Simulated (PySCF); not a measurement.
## Telling isomers of C$_{5}$H$_{7}$NO apart by NMR

PySCF 2.14 calculation with geometry: GFN2-xTB, shieldings: GIAO PBE0/pcSseg-1 and J couplings at B3LYP/pcJ-1 (spin–dipole term left out of most H,H and C,H couplings); non-relativistic, one averaged value for each set of equivalent atoms, in vacuum, one computed conformer.

References, each an isolated molecule treated in the same way: 1H (σref 31.72) and 13C (σref 186.93) vs TMS. Multiplet labels drop J under 1 Hz and among equivalent protons, and merge close values. Unscaled 3J(H,H) run several per cent high. Where no couplings were computed, multiplicities follow the n + 1 count of equivalent neighbours, and m marks all less simple cases (inequivalent or close neighbours, rings, F or P nearby). Acid and N–H amide carbonyl carbons lie up to 10 ppm further downfield in solution (hydrogen bonding). Shifts are as computed. Against solution values, carbons near 30 ppm lie about +3 ppm off and those near 130 ppm about +5 ppm. Of 1211 compounds with measured shifts, 218 miss one by over three times the rms of a fit or turn the order of signals round; such compounds aren't used in these exercises. Across acyclic CH2–CH2 and CH–CH2 bonds, 3J(H,H) assumes equally populated rotamers. OH and NH positions are gas-phase values without hydrogen bonding to other molecules.

(1) Tabulate the signals of `CC(=O)CCC#N`, `C=CC(=C)NC=O`, `CO/C=C(\C)C#N` and their relative energies.

(2) What is the quickest way to tell CC(=O)CCC#N from CO/C=C(\C)C#N?

(3) What is the quickest way to tell CC(=O)CCC#N from C=CC(=C)NC=O?

(4) What is the quickest way to tell C=CC(=C)NC=O from CO/C=C(\C)C#N?

Results:

(1) 
```json
{"SMILES": "CC(=O)CCC#N", "carbon types": "2×C 2×CH2 1×CH3", "δC": "209.5, 124.0, 43.5, 31.6, 12.0", "δH": "2.68 (t, 2H), 2.37 (t, 2H), 2.25 (s, 3H)", "E rel. (kcal/mol)": "0.0"}
{"SMILES": "C=CC(=C)NC=O", "carbon types": "1×C 2×CH 2×CH2", "δC": "159.8, 143.3, 142.4, 115.2, 111.4", "δH": "8.52 (d, 1H), 7.17 (br s, 1H), 6.35 (m, 1H), 6.30 (br, 1H), 5.32 (m, 1H), 5.15 (br s, 1H), 5.10 (m, 1H)", "E rel. (kcal/mol)": "11.8"}
{"SMILES": "CO/C=C(\\C)C#N", "carbon types": "2×C 1×CH 2×CH3", "δC": "167.3, 124.2, 94.5, 60.7, 14.4", "δH": "6.83 (s, 1H), 3.94 (s, 3H), 1.90 (s, 3H)", "E rel. (kcal/mol)": "21.4"}
```

Energies are electronic energies at PBE0/pcSseg-1 on these geometries, without zero-point or thermal terms, each for the one conformer computed, which needn't be the lowest.

(2) Both give the same number of carbon signals, but DEPT or the intensities differ. The first has a ketone carbonyl carbon (C) at 209.5 ppm, the second an alkene carbon bearing oxygen (CH) at 167.3 ppm. In the proton spectra the most deshielded non-exchanging signals are 2.68 (t, J = 7.4 Hz, 2H) and 6.83 (s, 1H).

(3) Both give the same number of carbon signals, but DEPT or the intensities differ. The first has a ketone carbonyl carbon (C) at 209.5 ppm, the second an amide carbonyl carbon (CH) at 159.8 ppm. In the proton spectra the most deshielded non-exchanging signals are 2.68 (t, J = 7.4 Hz, 2H) and 8.52 (d, 1H).

(4) Both give the same number of carbon signals, but DEPT or the intensities differ. The first has a β carbon of an enol-ether or enamine type C=C (CH2) at 115.2 ppm, the second a methyl carbon bonded to O (CH3) at 60.7 ppm. Their most deshielded carbons lie at 159.8 and 167.3 ppm. In the proton spectra the most deshielded non-exchanging signals are 8.52 (d, 1H) and 6.83 (s, 1H).
